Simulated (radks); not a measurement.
Nb2+, 39 electrons, occupied as [Kr] 4d2 4f1 (not the ground configuration).

All-electron calculation, Dirac Kohn-Sham, PBE, spin-unpolarised, spherical densities, finite nucleus; open shells fill j = l - 1/2 first; Fermi nuclear charge, rms radius 4.324 fm. Program: a radial shooting solver on a logarithmic mesh with Libxc functionals.

Energy parts (eV):
part                       energy
total                 -103912.273
kinetic                107565.118
electron-nucleus      -249988.525
Hartree                 41724.884
exchange-correlation    -3213.749

Orbitals (lengths in bohr, moments of r in powers of bohr; <r^-3> diverges for s and p1/2):
orbital  occ.  eigenvalue (eV)   <r^-3>
1s1/2       2        -18824.85        -
2s1/2       2        -2654.781        -
2p1/2       2        -2438.416        -
2p3/2       4        -2342.640     2210
3s1/2       2        -464.1956        -
3p1/2       2        -382.7362        -
3p3/2       4        -367.2161    362.8
3d3/2       4        -223.4243    52.21
3d5/2       6        -220.5339    49.89
4s1/2       2         -83.0173        -
4p1/2       2         -60.2291        -
4p3/2       4         -58.0391    51.36
4d3/2       2         -24.9671    4.268
4d5/2       0         -24.7370    4.068
5s1/2       0         -20.3369        -
5p1/2       0         -15.2919        -
5p3/2       0         -14.9891    7.127
5d3/2       0          -8.7412   0.5741
5d5/2       0          -8.7101   0.5527
4f5/2       1          -6.3519  0.02503
4f7/2       0          -6.3515  0.02498

The highest occupied level is 4f5/2 at -6.352 eV. The configuration is held as typed, so some empty levels lie below it. The electron density at the nucleus is 8.25e+04 e/bohr^3. Summed over all electrons, <r^2> = 57.39 bohr^2, which gives a Langevin (diamagnetic) susceptibility term of -45.5 x 10^-6 cm^3/mol.

Run on one thread of a shared host, so times are rough (Arm Neoverse N1): 0.19 s of CPU time, 0.19 s wall, 15 iterations on 2254 mesh points.
